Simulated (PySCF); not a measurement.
W(OH)3 (H3O3W), SMILES [OH][W]([OH])[OH] (connectivity only; charge and spin as stated), neutral, multiplicity 4.

The structure is a stationary point at B3LYP-D3(BJ)/def2-SVP. The spin state was assumed, not searched. The def2 effective core potentials stand for the cores of W; spin–orbit coupling is left out. The values are those of a single conformer.

These are M06-2X/def2-TZVPD run with PySCF values and carry that method's errors.

Gas-phase values at a fixed geometry.

Task: Estimate the frontier levels, dipole moment and polarisability. (An estimate is asked for; the answer gives what the named calculation found.)

Result: 
```
Quantity                                                                                                         Result
---------------------------------------------------------------------------------------------  ------------------------
α spin, highest occupied and lowest empty level                                                      -7.11 and -0.01 eV
β spin, highest occupied and lowest empty level                                                     -10.84 and -4.82 eV
dipole moment                                                                                                    1.13 D
quadrupole, principal values (traceless, Buckingham form, about the centre of nuclear charge)  -10.78, -1.56, 12.34 D·Å
mean static polarisability                                                                         55.4 bohr³ (8.20 Å³)
polarisability, principal values                                                                 51.0, 57.3, 57.9 bohr³
⟨S²⟩                                                                                            3.759 (pure state 3.75)
```
